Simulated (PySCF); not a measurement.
# Radial density of Tc²⁺ (technetium, charge +2)

MN15, [Kr] 4d4 5s1, high-spin 6D determinant (an excited configuration). All numbers are calculated (PySCF 2.14, scalar relativity through the core potential, in aug-cc-pwCVQZ-PP with ECP28MDF (9s9p8d5f4g3h, 180 functions)). This is the valence pseudo-density: the core potential removes the inner electrons and smooths the orbitals near the nucleus.

```tsv
r (bohr)	4πr²ρ (e/bohr)	4πr²(ρα − ρβ)
0.0153	1.092e-05	0.0000
0.0257	2.446e-05	0.0000
0.0433	5.137e-05	0.0000
0.0728	0.0001247	0.0000
0.122	0.0005491	0.0002
0.206	0.005816	0.0021
0.347	0.1351	0.0361
0.583	3.144	0.5469
0.981	11.82	2.4364
1.65	5.291	2.5715
2.77	0.9140	0.8527
4.67	0.05868	0.0587
7.85	0.0001063	0.0001
```

Energies and moments cover only the electrons outside the core potential.
